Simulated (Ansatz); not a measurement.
CNO (SMILES [N]=C=O) moved off its minimum; all values from Ansatz (a program for electronic structure), cores frozen in correlated methods. Open shells are unrestricted.
(charge 0, multiplicity 2)
```xyz
3

N      0.08858    -0.01899    -1.21238
C     -0.03091    -0.05561    -0.10089
O      0.02941    -0.08191     1.14277
```

Forces at PBE/def2-TZVPP (eV/Å):

| atom | Fx | Fy | Fz |
|---|---|---|---|
| N1 | 0.781 | 0.324 | -10.668 |
| C2 | -0.361 | -0.339 | 12.575 |
| O3 | -0.420 | 0.016 | -1.907 |

Problem. Give the forces (eV/Å), the total energy and the dipole at MP2/aug-cc-pVTZ.

Solution. 
| atom | Fx | Fy | Fz |
|---|---|---|---|
| N1 | 0.478 | 0.267 | -9.294 |
| C2 | 0.142 | -0.299 | 12.473 |
| O3 | -0.620 | 0.032 | -3.179 |
Energy -167.6909 hartree, dipole 0.65 D.
